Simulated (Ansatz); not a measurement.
Breaking the Te1–H2 bond in CH4Te (SMILES C[TeH]) (multiplicity 1 held, fragments rigid). Energies count from the point at 1.663 Å.
Geometry at that point (charge 0, multiplicity 1):
```xyz
6

Te     0.012     0.235     0.232
H     -0.343     1.365    -0.936
C     -0.031    -1.419    -1.166
H      0.732    -1.275    -1.925
H     -1.018    -1.498    -1.609
H      0.188    -2.312    -0.585
```

R- and RO- levels are restricted; in cc, def2 and unpolarised 6-31G sets they are followed outwards from rest. U- levels take the lowest unrestricted solution at each point, which mixes spins at long bonds. Active spaces are followed from a long bond inwards. Curves can end on different states.

Correlated levels freeze the cores. Filled d and f shells under p-block atoms count as core.

Run with Ansatz (a quantum-chemistry and plane-wave program).  In def2 rows elements past Kr take small-core potentials, without spin–orbit coupling.

Energies in eV.

```
R (Å)  R-HF/def2-SVP  U-MP2/def2-SVP  R-CCSD/def2-SVP  FIC-NEVPT4(SD) on CASSCF(2,2)/def2-SVP  FIC-MRCISD+Q on CASSCF(2,2)/def2-SVP
-----  -------------  --------------  ---------------  --------------------------------------  ------------------------------------
1.331           1.55            1.58             1.61                                    1.63                                  1.62
1.497           0.27            0.29             0.31                                    0.32                                  0.31
1.663           0.00            0.00             0.00                                    0.00                                  0.00
1.830           0.24            0.21             0.18                                    0.17                                  0.17
1.996           0.71            0.65             0.58                                    0.55                                  0.56
2.245           1.58            1.72             1.28                                    1.22                                  1.23
2.495           2.46            2.32             1.92                                    1.81                                  1.83
2.911           3.73            2.67             2.66                                    2.46                                  2.48
3.327           4.74            2.77             3.04                                    2.76                                  2.78
3.826           5.63            2.81             3.23                                    2.88                                  2.90
4.491           6.43            2.82             3.31                                    2.91                                  2.94
5.322           6.99            2.82             3.33                                    2.92                                  2.94
```

Doubts at one or more of the structures used: a restricted determinant that unrestricted orbitals would lower (R-HF/def2-SVP, R-CCSD/def2-SVP); a spin-contaminated determinant (U-MP2/def2-SVP); other coupled-cluster roots lie near (R-CCSD/def2-SVP).
